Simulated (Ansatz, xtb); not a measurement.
## Two structures of BFGeH4P

We compare X, a doublet given by its coordinates, with Y, a doublet given by its coordinates. Both are isolated molecules in the gas phase, relaxed with r2SCAN-D4/def2-SVP.

X (Å):

```json
{"atom": "B", "x (Å)": "-1.4756", "y (Å)": "-1.1245", "z (Å)": "1.6658"}
{"atom": "F", "x (Å)": "-1.8242", "y (Å)": "0.2224", "z (Å)": "1.4268"}
{"atom": "Ge", "x (Å)": "0.5207", "y (Å)": "-0.0001", "z (Å)": "1.4883"}
{"atom": "P", "x (Å)": "0.6615", "y (Å)": "0.5076", "z (Å)": "-0.7960"}
{"atom": "H", "x (Å)": "-1.6369", "y (Å)": "-1.5191", "z (Å)": "2.7942"}
{"atom": "H", "x (Å)": "-1.4470", "y (Å)": "-1.8296", "z (Å)": "0.6806"}
{"atom": "H", "x (Å)": "0.8892", "y (Å)": "-0.8415", "z (Å)": "-1.2135"}
{"atom": "H", "x (Å)": "2.0463", "y (Å)": "0.8554", "z (Å)": "-0.7316"}
```

Close contacts (Å): B1–F2 1.41, B1–Ge3 2.30, Ge3–P4 2.34, B1–H5 1.21, B1–H6 1.21, P4–H7 1.43, P4–H8 1.43.

Y (Å):

```json
{"atom": "B", "x (Å)": "-1.1360", "y (Å)": "-1.4773", "z (Å)": "0.6659"}
{"atom": "F", "x (Å)": "0.8615", "y (Å)": "0.6637", "z (Å)": "-0.5076"}
{"atom": "Ge", "x (Å)": "0.5793", "y (Å)": "0.1250", "z (Å)": "1.1560"}
{"atom": "P", "x (Å)": "0.5870", "y (Å)": "-2.2519", "z (Å)": "0.3978"}
{"atom": "H", "x (Å)": "-1.6688", "y (Å)": "-1.7191", "z (Å)": "1.7215"}
{"atom": "H", "x (Å)": "-1.6959", "y (Å)": "-0.9726", "z (Å)": "-0.2746"}
{"atom": "H", "x (Å)": "0.9072", "y (Å)": "-2.5675", "z (Å)": "-0.9410"}
{"atom": "H", "x (Å)": "0.8314", "y (Å)": "-3.4289", "z (Å)": "1.1427"}
```

Close contacts (Å): B1–Ge3 2.40, B1–P4 1.91, F2–Ge3 1.77, Ge3–P4 2.49, B1–H5 1.21, B1–H6 1.21, P4–H7 1.41, P4–H8 1.41.

Question: Which of the two would you expect CCSD(T)/def2-SVP + ΔMP2/def2-TZVPP electronic energies to favour?

Answer: Not settled: CCSD(T)/def2-SVP + ΔMP2/def2-TZVPP gives E(Y) − E(X) = −21.7 kJ/mol, but this leans on the basis-set step: CCSD(T) alone gives −3.9 kJ/mol.

How the difference moves with the method:

```csv
level,geometry,E(Y) − E(X) (kJ/mol),departure from the last row (kJ/mol),"job, with rough time for the two"
r2SCAN-D4/def2-SVP,r2SCAN-D4/def2-SVP,−20.0,+1.7,"optimisation, 2.6 min"
HF/def2-SVP,r2SCAN-D4/def2-SVP,+8.6,+30.3,part of the CCSD(T) run
MP2/def2-SVP,r2SCAN-D4/def2-SVP,−11.8,+9.9,part of the CCSD(T) run
CCSD(T)/def2-SVP,r2SCAN-D4/def2-SVP,−3.9,+17.8,single point
CCSD(T)/def2-SVP + ΔMP2/def2-TZVPP,r2SCAN-D4/def2-SVP,−21.7,,"single point, 74 s"
```

HF/def2-SVP puts the two in the other order. The largest departure from CCSD(T)/def2-SVP + ΔMP2/def2-TZVPP is that of HF/def2-SVP, 30.3 kJ/mol. Levels run at GFN2-xTB geometries aren't shown. The last row adds to CCSD(T) the change of the MP2 difference between the two basis sets, here −17.8 kJ/mol, a large step that makes the value less sure.

With harmonic frequencies from r2SCAN-D4/def2-SVP (ideal gas, rigid rotor, one conformer each, 298.15 K, 1 atm): the zero-point term adds −1.0 kJ/mol; ΔH is −23.8 and ΔG −19.2 kJ/mol.

Open shells are spin-unrestricted. The correlated steps freeze 16 core orbitals; the filled d shell of Ge is correlated, in a basis made for valence electrons. Codes used: Ansatz 0.2.0; the last row on 2 threads of Intel(R) Xeon(R) Platinum 8259CL CPU @ 2.50GHz (Skylake/Cascade Lake) on a shared host.
